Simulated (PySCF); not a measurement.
## Dipole response of Cl (chlorine, neutral)

[Ne] 3s2 3p5, 2P determinant. Calculation: PySCF 2.14, in dyall-av2z; no relativity, point nucleus. Coupled (time-dependent) response in atomic units; α is the mean over directions. A double-zeta set is small for polarisabilities.

| method | mean α (bohr³) | α xx, yy, zz | C₆ (like pair) | S(−4) |
| --- | --- | --- | --- | --- |
| UHF | 12.80 | 11.76, 13.32, 13.32 | 81.27 | 35.73 |
| PBE | 13.74 | 12.35, 14.43, 14.43 | 88.13 | 46.46 |
| PBE0 | 13.36 | 12.12, 13.98, 13.98 | 85.36 | 41.72 |
| BP86 | 13.77 | 12.42, 14.45, 14.45 | 88.52 | 46.24 |
| r2SCANh | 13.31 | 12.15, 13.89, 13.89 | 87.37 | 38.40 |

S(−4) is the Cauchy moment in α(ω) = α(0) + S(−4) ω² + …

Reference α: 14.6 ± 0.1 bohr³ (recommended; Schwerdtfeger and Nagle, table of static dipole polarizabilities (2023 update)). Published C₆: 94.60 (Chu and Dalgarno (2004); Tang, Norbeck and Certain (1976)).

α(iu) at UHF:

```csv
u (hartree),α(iu) (bohr³)
0,12.80
0.0500,12.71
0.100,12.46
0.200,11.57
0.300,10.40
0.500,8.026
0.750,5.665
1.00,4.054
1.50,2.265
2.00,1.412
3.00,0.6897
5.00,0.2695
```

The components differ because the open shell of this determinant is not spherical; for a pure term their mean is the scalar polarisability.
